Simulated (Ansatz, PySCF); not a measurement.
Process, species as SMILES: Br[B]Br → Br[B]Br as singlet, charge +1 + e-
Each molecule is optimised on its own at B3LYP-D3(BJ)/def2-TZVP (Ansatz, an electronic-structure program). A spin state is the lowest found, not a proven ground state.

Quantity: adiabatic ionisation energy (0 K, with B3LYP-D3(BJ) harmonic zero-point energies from PySCF), in eV. Valence correlation only, unless marked. UHF or UKS for open shells. No spin-orbit coupling. Frozen are the shells of the preceding noble gas and the d and f shells that filled before the atom's block. Non-relativistic. CBS marks a two-point X^-3 extrapolation of the correlation energy; Hartree-Fock from the larger set.

```json
[
 {"level": "CCSD(T)/CBS(cc-pVTZ,cc-pVQZ)", "program": "Ansatz", "adiabatic ionisation energy (eV)": "…"}
]
```

Task: What belongs in the gaps?

Result: 
- CCSD(T)/CBS(cc-pVTZ,cc-pVQZ), adiabatic ionisation energy (eV): 7.23
